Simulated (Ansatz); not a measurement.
A run for Ansatz (an electronic-structure program): R-CCSD(T)/aug-cc-pVDZ on dimethyl selenide (SMILES C[Se]C) with ghost functions. The run froze 16 orbitals, filled d shells among them.

Ansatz 0.2 input:
```yaml
crystal:
  periodic: [false, false, false]
  atoms:
    - {symbol: C, position_ang: [-1.38934188, -0.95033292, 0.90298135]}
    - {symbol: Se, position_ang: [-0.09158725, 0.47205242, 0.52497335]}
    - {symbol: C, position_ang: [1.37134969, -0.69044080, -0.07385839]}
    - {symbol: H, position_ang: [-0.98034901, -1.62656447, 1.64939501]}
    - {symbol: H, position_ang: [-2.28232560, -0.46804320, 1.29351549]}
    - {symbol: H, position_ang: [-1.62880521, -1.48170570, -0.01477320]}
    - {symbol: H, position_ang: [1.63672534, -1.38039858, 0.72316970]}
    - {symbol: H, position_ang: [2.21700640, -0.04454309, -0.29800655]}
    - {symbol: H, position_ang: [1.06999189, -1.22752575, -0.96980245]}
basis:
  gaussian:
    orbitals: aug-cc-pVDZ
    ghost_atoms:
      - {symbol: F, position_ang: [0.99148193, -0.09911840, 3.44628267]}
      - {symbol: H, position_ang: [0.67139767, 0.27406472, 2.63505006]}
magnetization: {spin_polarized: false}
correlation: {method: ccsd_t, electrons: outside_noble_gas}
scf: {lower_state_search: off}
```

Q: Predict the final total energy.

A: -2479.5423 hartree (reference determinant -2479.0439, T1 diagnostic 0.010).

Q: How many basis functions does it have, and what does it roughly cost on one machine?

A: 168 functions; around 40 core-seconds (rough).
